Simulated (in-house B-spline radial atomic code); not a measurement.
The numbers below are computed, except where a source is named.
## Making a Troullier-Martins p channel for O, r_c = 1.06 bohr

O, [He] 2s2 2p4, non-relativistic LDA (VWN5), spherical and spin-unpolarised, from a B-spline radial code for spherical atoms (atomic units). The all-electron 2p level is ε = -0.338381 hartree and its outer maximum at 0.81 bohr.

Inside r_c the pseudo-orbital is u(r) = r^2 exp(p(r)), with p = c0 + c2 r² + c4 r⁴ + … + c12 r¹². The seven coefficients follow from p and its first four derivatives at r_c, from zero curvature of the screened potential at the origin, c4 = −c2²/(2l + 5), and from the norm inside r_c. At r_c the all-electron orbital has P = 0.8042098, P' = -0.283012, the screened potential V = -1.650345, V' = 3.377815, V'' = -9.373497, and the norm inside is Q = 0.471186.

Question: What are p, p' and p'' at r_c?

Answer: p = ln(P/r_c^2) = ln(0.8042098/1.1236) = -0.33443. p' = P'/P − 2/r_c = -0.35191 − 1.88679 = -2.23871. The radial equation gives p'' = 2(V − ε) − 2(2) p'/r_c − p'² = -2.62393 − (-8.44795) − 5.01180 = 0.81221. Differentiating, p''' = 2V' + 2(2)p'/r_c² − 2(2)p''/r_c − 2p'p'' = -0.64247, and p'''' = 2V'' − 4(2)p'/r_c³ + 4(2)p''/r_c² − 2(2)p'''/r_c − 2p''² − 2p'p''' = 0.30167.

For a trial c2 the five matching conditions are linear in c0, c6, c8, c10 and c12, and c2 is varied until the norm inside r_c equals Q. The root nearest zero gives:

```json
{"n": "0", "c_n": "1.775666"}
{"n": "2", "c_n": "-2.705091"}
{"n": "4", "c_n": "-1.045359"}
{"n": "6", "c_n": "5.076171"}
{"n": "8", "c_n": "-5.394045"}
{"n": "10", "c_n": "2.565674"}
{"n": "12", "c_n": "-0.4716265"}
```

Question: Check c4 and p(r_c), and find the screened pseudopotential at the origin.

Answer: −c2²/7 = -1.04536, as listed. The terms c_n r_c^n are 1.77567, -3.03944, -1.31974, 7.20065, -8.59729, 4.59473, -0.94901, which sum to -0.33443. Inverting the radial equation, V_l(r) = ε + 2 p'/r + (p'' + p'²)/2, so V_l(0) = ε + (2l + 3) c2 = -0.338381 + 5 × (-2.70509) = -13.8638 hartree, finite where the all-electron potential diverges.

Orbitals and screened potentials:

| r (bohr) | P | u | V all-electron | V pseudo |
| --- | --- | --- | --- | --- |
| 0.106 | 0.1138 | 0.06435 | -60.61 | -13.84 |
| 0.265 | 0.4138 | 0.3417 | -18.4 | -13.21 |
| 0.424 | 0.6505 | 0.6465 | -9.08 | -10.65 |
| 0.583 | 0.7861 | 0.8143 | -5.352 | -6.552 |
| 0.742 | 0.8397 | 0.8529 | -3.437 | -3.221 |
| 0.901 | 0.8384 | 0.8394 | -2.331 | -2.035 |
| 1.06 | 0.8042 | 0.8042 | -1.65 | -1.65 |

Logarithmic derivatives P'/P at R = 1.36 bohr, for energies E around ε:

| E − ε (hartree) | all-electron | pseudo |
| --- | --- | --- |
| -0.5 | 0.411218 | 0.412969 |
| -0.25 | 0.00124757 | 0.00190845 |
| -0.1 | -0.30795 | -0.30781 |
| 0 | -0.551937 | -0.551937 |
| 0.1 | -0.836429 | -0.836216 |
| 0.25 | -1.36923 | -1.36732 |
| 0.5 | -2.765 | -2.7488 |

Question: With P(R) = 0.6995548 and a norm of 0.6421967 inside R, what slope in energy does norm conservation fix?

Answer: d(P'/P)/dE = −2 × (norm inside R)/P(R)² = -2.6245 per hartree·bohr at E = ε, for both atoms, since orbital and norm agree at R. Differences over ±0.1 hartree give -2.6424 (all-electron) and -2.6420 (pseudo), which also hold third-order terms. Half a hartree below ε the two curves differ by +0.0018.
